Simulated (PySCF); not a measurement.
Al(OH)2(SiH3) (AlH₅O₂Si), SMILES [Al]([OH])([SiH3])[OH]. Atoms are numbered in the order given.

```xyz
9

Al    -0.4423     0.1142    -0.3105
O     -1.6788    -1.0495    -0.4140
H     -2.4950    -1.0358    -0.9143
O     -0.4752     1.6005    -1.1373
H     -1.1343     1.9592    -1.7319
Si     1.4883    -0.3809     1.0701
H      2.0453     0.8597     1.6962
H      2.5808    -0.9991     0.2505
H      1.1475    -1.3430     2.1649
```
Charge 0, spin multiplicity 1.

Geometry: PBE0-D3(BJ)/def2-SVP. One conformer was computed; it need not be the lowest.

All values below come from PySCF with PBE0/pcSseg-1.

GIAO shieldings, no solvent; atoms alike by connectivity are averaged. δ = σ(ref) − σ: ¹⁷O against H2O (σ = 334.2 ppm); ¹H against TMS (σ = 31.56 ppm); ²⁹Si against TMS (σ = 352.7 ppm), references at their B3LYP-D3(BJ)/def2-TZVP geometries, non-relativistic.

```tsv
atoms	nucleus	count	δ (ppm)
O2, O4	¹⁷O	2	…
H7, H8, H9	¹H	3	3.37
H3, H5	¹H	2	2.23
Si6	²⁹Si	1	…
```

**Question.** Complete the blanks. (Estimate from the structure and the level; the computed values follow.)

**Answer.** 
- O2, O4, δ (ppm): 52.8
- Si6, δ (ppm): -136.1
